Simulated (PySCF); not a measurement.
## Correlation energy of P (phosphorus, neutral)

[Ne] 3s2 3p3, high-spin 4S determinant. Calculation: PySCF 2.14, in dyall-acv3z; the spin-free X2C one-electron Hamiltonian (Gaussian nucleus). Frozen: 1s2; 13 electrons correlated; the 18 highest virtual orbitals of each spin left out.

MP2 pair energies summed by pair of shells (mhartree):

```
 pair   energy  share (%)
2p-2p  -188.89       48.6
2s-2p   -59.73       15.4
3s-3p   -55.91       14.4
2p-3s   -19.39        5.0
2p-3p   -19.05        4.9
3p-3p   -19.04        4.9
3s-3s   -11.17        2.9
2s-2s    -9.80        2.5
2s-3p    -3.00        0.8
2s-3s    -2.68        0.7
```

Total MP2 correlation energy: -388.66 mhartree.

Same-spin part -106.83 and opposite-spin part -281.83 mhartree; SCS-MP2 scales them by 1/3 and 6/5 to -373.80 mhartree.
